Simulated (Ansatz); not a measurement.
Coupled-cluster run, BF$_{3}$H$_{3}$N (`[NH3+][B-](F)(F)F`).

```yaml
crystal:
  periodic: [false, false, false]
  atoms:
    - {symbol: N, position_ang: [-0.501766, -0.052428, 0.645729]}
    - {symbol: B, position_ang: [0.531490, 0.038731, -0.668134]}
    - {symbol: F, position_ang: [1.521147, -0.860366, -0.378111]}
    - {symbol: F, position_ang: [-0.251359, -0.312147, -1.733944]}
    - {symbol: F, position_ang: [0.943580, 1.343327, -0.679372]}
    - {symbol: H, position_ang: [-1.280323, 0.587330, 0.521957]}
    - {symbol: H, position_ang: [-0.006271, 0.194580, 1.496746]}
    - {symbol: H, position_ang: [-0.864299, -0.996128, 0.739329]}
basis:
  gaussian: {orbitals: def2-TZVPP}
correlation: {method: ccsd_t}
output: {orbitals: {seedname: orbitals}}
```

```sh
$ ansatz run in.yaml --threads 2 --pin off --events-out ev --progress --plain
```

Output of Ansatz, abridged:

```
Functional definition: HF
1239 factors; integrals over basis functions are off by at most 1.2e-3 eV
mean field evaluation 1: about -10325.5442 eV, gradient 4.6e1 eV
mean field evaluation 2: about -10325.6651 eV, gradient 4.6e1 eV
mean field evaluation 4: about -10329.1746 eV, gradient 2.9e0 eV
mean field evaluation 8: about -10329.2127 eV, gradient 2.4e-1 eV
mean field -10329.21285797 eV, -379.5915711383 hartree, gradient 1.9e-6 eV, S^2 0.000000; 0 other end points of the search recorded, 0 dependent functions left out
5 core orbitals not correlated: weight in the atoms' cores, before any rotation towards them, 1.000 or more for the frozen orbitals, at most 0.000 for the correlated occupied ones
reference -10329.21285797 eV, -379.5915711383 hartree; 16, 16 occupied and 176, 176 virtual orbitals, 1239 factors
second order -29.33460406 eV of doubles, -0.00000000 eV of singles
cycle   1  -29.08118117 eV  change    2.5e-1 eV  update   9.5e-2
cycle   2  -29.59499843 eV  change   -5.1e-1 eV  update   2.5e-2
cycle   3  -29.71110499 eV  change   -1.2e-1 eV  update   1.2e-2
cycle   4  -29.69624137 eV  change    1.5e-2 eV  update   2.2e-3
cycle   5  -29.69502938 eV  change    1.2e-3 eV  update   9.6e-4
cycle   6  -29.69583475 eV  change   -8.1e-4 eV  update   2.8e-4
cycle   7  -29.69584963 eV  change   -1.5e-5 eV  update   9.9e-5
cycle   8  -29.69577719 eV  change    7.2e-5 eV  update   3.3e-5
cycle   9  -29.69576186 eV  change    1.5e-5 eV  update   1.1e-5
perturbative correction -0.87592496 eV, -0.0321896487 hartree
Total energy: -10359.78454479 eV, -380.7150599069 hartree
```

It took 69 s on 2 threads of a server CPU on a shared host, with 2.7 GiB of host memory at the peak.

The correlation energy is -30.572 eV, 2.9 % of it from (T); the T1 diagnostic reads 0.0105.
